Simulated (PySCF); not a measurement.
**Question.** What does the GFN2-xTB structure of `O=C[SiH2]C(Cl)(Cl)Cl` look like in three dimensions?

**Answer.** 
```
atom  x, y, z in Å
O1    -2.8423   -0.3783    0.1251
C2    -1.6611   -0.5666    0.2331
Si3   -0.3558    0.7935   -0.1752
C4     1.3521   -0.1204   -0.0519
Cl5    1.5852   -0.7293    1.6017
Cl6    1.3644   -1.5008   -1.1742
Cl7    2.6991    0.9550   -0.4583
H8    -1.2923   -1.5531    0.5834
H9    -0.4901    1.2656   -1.5473
H10   -0.3502    1.8390    0.8411
```

Orientation and origin are arbitrary. Atoms count from 1 in this order. Si3 (SiH2 silicon) is distorted tetrahedral (angles from 104.5° to 115.1°).

Bonds between heavy atoms (Å): O1=C2 1.201, C2–Si3 1.929, Si3–C4 1.941, C4–Cl5 1.778, C4–Cl6 1.779, C4–Cl7 1.771.

Structure optimised with GFN2-xTB, isolated species.

Point group: near Cs, missed by 0.25 Å at most; the miss may be what the optimiser left on a soft mode. No GFN2-xTB frequencies stand behind this structure, so it isn't proved a minimum. One conformer, not necessarily the lowest (O1–C2–Si3–C4 -173°).

The numbers are calculated, not measured.
